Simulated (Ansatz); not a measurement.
`[SiH3][SiH2][S][GeH3]` + `[CH2]1[NH][AlH]1` → `[SiH3][SiH2][N]1[CH2][AlH]1` + `[SH][GeH3]`  (ligand exchange at the Si–S bond)

Computed with Ansatz on PBE0-D4/def2-TZVP structures; ΔE is electronic, products minus reactants. CBS: MP2 limit from def2 TZ/QZ plus the TZ coupled-cluster correction, frozen cores. Functionals use def2-TZVPP. B3LYP here is the variant with VWN-RPA as its local correlation; programs differ in this. For Ge outer-core shells are correlated without core-valence functions, which leaves a few kJ/mol of doubt a bond. Scalar relativity is left out up to krypton. Each species was taken in one conformer, which may not be the lowest.

`[SiH3][SiH2][S][GeH3]`:

```xyz
12

Si   -1.697   -1.105    0.569
Si    0.274   -0.118    1.357
S     0.608    1.803    0.474
Ge    1.283    1.156   -1.546
H    -1.908   -2.431    1.211
H    -2.852   -0.223    0.883
H    -1.625   -1.298   -0.904
H     1.440   -1.009    1.098
H     0.174    0.124    2.821
H     1.643    2.450   -2.285
H     2.507    0.240   -1.405
H     0.153    0.411   -2.273
```

`[CH2]1[NH][AlH]1`:

Z-matrix (Å, degrees):
```
C
Al 1 1.919
N 1 1.507 2 58.8
H 1 1.093 2 122.8 3 101.9
H 1 1.093 2 122.8 3 -101.9
H 2 1.571 1 166.1 3 -180.0
H 3 1.005 1 121.0 2 180.0
```

`[SiH3][SiH2][N]1[CH2][AlH]1`:

Cartesian coordinates in Å:
```
Si -1.485 0.522 -1.632
Si -0.603 -1.061 -0.136
N 0.477 -0.344 0.980
C 1.762 0.382 0.573
Al 1.268 0.274 2.407
H -0.404 1.212 -2.391
H -2.393 -0.125 -2.621
H -2.262 1.564 -0.902
H -1.721 -1.697 0.617
H 0.071 -2.123 -0.946
H 1.600 1.274 -0.035
H 2.513 -0.266 0.117
H 1.179 0.389 3.968
```

`[SH][GeH3]`:

```xyz
6

S    -0.158   -0.693   -1.568
Ge    0.238    0.361    0.350
H    -1.111   -1.490   -1.058
H     0.711   -0.634    1.420
H    -1.026    1.087    0.834
H     1.346    1.368    0.022
```

(1) Is it downhill or uphill in electronic energy at CCSD(T)/CBS, and by how much? (Best estimate.)

(2) What do these levels give: r2SCAN-D4, B3LYP-D4, ωB97M-V, B2PLYP, PBE, r2SCAN, PBE0, B3LYP, HF/def2-TZVPP, CCSD/def2-TZVPP, MP2/CBS(def2), CCSD/CBS(def2)? (Estimate.)

Largest T1 diagnostic among the species: 0.015.

## Answers

(1) Computed: Nearly level: ΔE = -2.7 kJ/mol.

(2) Ansatz gave: r2SCAN-D4 -2.5, B3LYP-D4 -6.8, ωB97M-V -4.8, B2PLYP -8.9, PBE 2.6, r2SCAN -2.6, PBE0 0.9, B3LYP -9.3, HF/def2-TZVPP -18.2, CCSD/def2-TZVPP -10.2, MP2/CBS(def2) -0.5, CCSD/CBS(def2) -4.7 kJ/mol.

In def2-TZVPP, CCSD(T) changes the Hartree–Fock value by +10.0 kJ/mol (the triples alone add +2.0 kJ/mol) and MP2 by +12.1 kJ/mol.
